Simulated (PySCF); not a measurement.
Species: C2H5NO2Si2.
Cartesian coordinates in Å at the PBE0-D3(BJ)/def2-SVP level; atoms count from 1:
```xyz
12
C2H5NO2Si2 angstrom
N     -3.148    0.071    1.140
C     -2.124    0.324    0.658
Si    -0.507    0.704   -0.178
C     -0.044   -0.676   -1.421
O      1.145   -1.278   -0.935
Si     1.787   -0.756    0.519
O      0.745    0.506    0.901
H     -0.601    2.091   -0.693
H      0.127   -0.275   -2.435
H     -0.846   -1.430   -1.503
H      3.172   -0.253    0.340
H      1.726   -1.817    1.557
```

Theory: PBE0-D3(BJ)/def2-SVP geometry optimisation, gas phase (PySCF 2.14.0).

Take the most abundant isotopes and a rigid rotor. 

Question: What are A, B and C (GHz)?

Answer: Ia = 136.78, Ib = 409.12, Ic = 455.35 u·Å²; 505379 MHz·u·Å²/I gives 3695, 1235 and 1110 MHz, that is A = 3.6948, B = 1.2353, C = 1.1099 GHz.

Question: Classify the top.

Answer: A near-prolate asymmetric top: κ = (2 × 1235 − 3695 − 1110)/(3695 − 1110) = -0.90.

Question: What does the inertial defect say?

Answer: Not planar: Δ = Ic − Ia − Ib = -90.55 u·Å². For a rigid frame Δ = −2 Σ m c², so Σ m c² = 45.28 u·Å² lies off the ab plane: 9.22 from hydrogen and 36.06 from heavier atoms. The atom farthest from that plane is 2.20 Å away.

Question: Give the other two planar moments, Paa and Pbb, and the rms extents of the mass along the axes.

Answer: Paa = Σ m a² = (Ib + Ic − Ia)/2 = 363.85 and Pbb = Σ m b² = (Ia + Ic − Ib)/2 = 91.50 u·Å². With the mass M = 130.99 u, the rms extents √(P/M) along a, b and c are 1.67, 0.84, 0.59 Å.

Question: Predict some low-J microwave lines.

Answer: The dipole components are |μa| = 2.31 D, |μb| = 1.16 D, |μc| = 1.65 D. The squared components, which scale the intensities, stand as 1.00 : 0.25 : 0.51 (a : b : c). Some of the stronger lines:

```
type  branch         J(Ka,Kc)    MHz  lower level (cm⁻¹)
   c       Q  4(1,4) ← 4(0,4)   1953               0.780
   c       Q  3(1,3) ← 3(0,3)   2166               0.469
   c       Q  2(1,2) ← 2(0,2)   2339               0.235
   b       Q  3(1,2) ← 3(0,3)   2919               0.469
   b       R  5(1,4) ← 4(2,3)   5069               1.119
   b       Q  4(2,2) ← 4(1,3)   7018               0.887
   a       R  3(2,2) ← 2(2,1)   7035               0.571
   b       R  4(0,4) ← 3(1,3)   7168               0.541
   a       R  4(0,4) ← 3(0,3)   9334               0.469
   a       R  4(2,2) ← 3(2,1)   9423               0.807
   b       R  5(0,5) ← 4(1,4)   9681               0.845
   b       R  4(1,4) ← 3(0,3)  11287               0.469
   a       R  5(3,3) ← 4(3,2)  11741               1.540
   b       R  2(2,1) ← 1(1,0)  12194               0.164
   b       R  2(2,0) ← 1(1,1)  12324               0.160
   c       Q  3(3,1) ← 3(2,1)  12591               0.807
   b       Q  3(3,1) ← 3(2,2)  12614               0.806
   b       Q  4(3,2) ← 4(2,3)  12627               1.119
   b       R  5(1,5) ← 4(0,4)  13346               0.780
   c       R  3(2,2) ← 2(1,2)  14790               0.313
   b       R  3(2,1) ← 2(1,2)  14814               0.313
   b       R  4(2,3) ← 3(1,2)  16570               0.566
   c       R  4(2,2) ← 3(1,2)  16640               0.566
   c       R  5(2,3) ← 4(1,3)  18825               0.887
   b       R  5(3,3) ← 4(2,2)  24298               1.121
   c       R  5(3,2) ← 4(2,2)  24301               1.121
   c       R  5(4,1) ← 4(3,1)  29383               1.540
   b       R  5(4,1) ← 4(3,2)  29384               1.540
```

Question: Estimate the classical rotational partition function at 100 K, 200 K and 500 K.

Answer: Point group C1, symmetry number σ = 1; q = (√π/σ)·√((kT/h)³/(ABC)), k/h = 20836.6 MHz/K: 74900 at 100 K, 212000 at 200 K, 837000 at 500 K.

No PBE0-D3(BJ)/def2-SVP frequencies stand behind this structure, so it isn't proved a minimum. No vibrational averaging or centrifugal distortion is included, and the geometry carries the error of its method. Quadrupole hyperfine structure (14N) is left out.
